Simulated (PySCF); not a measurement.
## Working out the ionisation energy of Mn²⁺

Mn²⁺ [Ar] 3d5 (6S) → Mn³⁺ [Ar] 3d4 (5D). All numbers are calculated (PySCF 2.14, scalar relativity by spin-free X2C-1e, in cc-pVDZ-DK (6s5p3d1f, 43 functions)). Frozen: [Ar]. Energies in hartree (1 hartree = 27.21139 eV):

| part | Mn²⁺ (lower) | Mn³⁺ (upper) |
| --- | --- | --- |
| UHF | -1156.613647 | -1155.418603 |
| MP2 opposite-spin | 0.000000 | 0.000000 |
| MP2 same-spin | -0.054051 | -0.025467 |

Problem. What does Hartree-Fock give?

Solution. (-1155.418603) − (-1156.613647) = 1.195044 hartree = 32.519 eV.

Problem. What do MP2 and SCS-MP2 (6/5 opposite-spin, 1/3 same-spin) give?

Solution. The opposite-spin parts differ by 0.000 eV and the same-spin parts by 0.778 eV. MP2: 32.519 + (0.000) + (0.778) = 33.297 eV. SCS-MP2: 32.519 + 1.2 × (0.000) + (0.778)/3 = 32.778 eV.

Reference: 33.668 ± 0.012 eV (measured; NIST Atomic Spectra Database, ionization energies), between the lowest levels; spin-orbit coupling is absent from the calculation.

A double-zeta basis recovers only part of the correlation energy.

What remains against the reference includes basis incompleteness, the frozen core and correlation beyond second order.
